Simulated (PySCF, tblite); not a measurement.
Isomers of C6H10O2SSi, one GFN2-xTB conformer each. Single-point energies are computed at PBE0/pcSseg-1 (PySCF, gas phase, no added dispersion term), electronic only.

```
                  SMILES  GFN2-xTB relative energy (kcal/mol)
C=C([SiH2]OC(C)=S)C(C)=O                                 18.8
     COc1csc(CO[SiH3])c1                                  0.0
```

Conformers: `[CH2:1]=[C:2]([SiH2:3][O:4][C:5]([CH3:6])=[S:7])[C:8]([CH3:9])=[O:10]` with C1–C2–Si3–O4 -141°, C2–Si3–O4–C5 32°, Si3–O4–C5–C6 -170°, C1–C2–C8–C9 26°; `[CH3:1][O:2][c:3]1[cH:4][s:5][c:6]([CH2:7][O:8][SiH3:9])[cH:10]1` with C1–O2–C3–C4 2°, S5–C6–C7–O8 99°, C6–C7–O8–Si9 -54°.

Question: What does PBE0/pcSseg-1 give for the same structures?

Answer: 
```json
{"SMILES": "C=C([SiH2]OC(C)=S)C(C)=O", "PBE0/pcSseg-1 E (Eh)": "-1072.02248", "PBE0/pcSseg-1 (kcal/mol)": "0.0", "GFN2-xTB (kcal/mol)": "18.8", "point group": "C1"}
{"SMILES": "COc1csc(CO[SiH3])c1", "PBE0/pcSseg-1 E (Eh)": "-1072.00123", "PBE0/pcSseg-1 (kcal/mol)": "13.3", "GFN2-xTB (kcal/mol)": "0.0", "point group": "C1"}
```

GFN2-xTB puts COc1csc(CO[SiH3])c1 lowest instead. As drawn, the lower has a C=O bond, an Si–C bond and a C=S bond, which the higher lacks; the higher has an aromatic ring, which the lower lacks.

Question: Which frontier levels, dipoles and rotational constants go with these structures?

Answer: 
| SMILES | HOMO (eV, PBE0/pcSseg-1) | LUMO (eV) | dipole (D) | A, B, C (MHz) |
| --- | --- | --- | --- | --- |
| C=C([SiH2]OC(C)=S)C(C)=O | -6.46 | -1.79 | 1.69 | 1342, 823.6, 720.7 |
| COc1csc(CO[SiH3])c1 | -6.47 | -0.56 | 2.36 | 2015, 508.6, 481.5 |

Question: What happens when harmonic zero-point energies from GFN2-xTB frequencies are added?

Answer: 
```json
{"SMILES": "C=C([SiH2]OC(C)=S)C(C)=O", "ZPE (kcal/mol)": "89.4", "electronic (kcal/mol)": "0.0", "with ZPE (kcal/mol)": "0.0"}
{"SMILES": "COc1csc(CO[SiH3])c1", "ZPE (kcal/mol)": "89.6", "electronic (kcal/mol)": "13.3", "with ZPE (kcal/mol)": "13.5"}
```

The zero-point energies span 0.2 kcal/mol. The order is unchanged.
